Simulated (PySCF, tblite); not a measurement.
Compound: C4H6BF3S.
Structure used (GFN2-xTB), in Å, numbered top down from 1:
```
atom  x, y, z in Å
C1    -1.157   -1.223   -0.907
C2    -1.213   -0.442    0.401
S3     0.414   -0.545    1.299
C4     1.476    0.342    0.226
C5     2.780    0.427    0.437
F6     3.566    1.125   -0.401
B7    -1.546    1.102    0.311
F8    -2.081    1.768    1.310
F9    -1.261    1.838   -0.744
H10   -0.821   -2.241   -0.724
H11   -0.479   -0.753   -1.615
H12   -2.148   -1.254   -1.355
H13   -1.878   -0.946    1.107
H14    1.016    0.830   -0.618
H15    3.328   -0.019    1.251
```

Jobs on this species (15 atoms, 78 electrons) with PySCF (density fitting) and tblite. Hardware of each: one thread of an Arm Neoverse N1, shared host. The host was shared with other jobs, so the times are rough.

```tsv
level and settings	work	basis functions	SCF cycles	wall time
PBE0/pcSseg-1	shieldings, charges and field gradients	190	?	?
GFN2-xTB	L-BFGS relaxation	–	–	1.7 s
wB97X-D/def2-SVPD	8 singlets by full TDDFT, 3 Tamm–Dancoff triplets, polarisability, density and orbital grids written	244	14	2.2 min
GFN2-xTB	Hessian by finite differences	–	–	0.87 s
```

Task: Fill in the missing figures.

Result: 
- PBE0/pcSseg-1; shieldings, charges and field gradients: 55 s, 14 SCF cycles

Task: What do all jobs in the table cost together?

Result: About 3.2 min; the longest takes about 70 % of that, and about 150 times as long as the shortest.
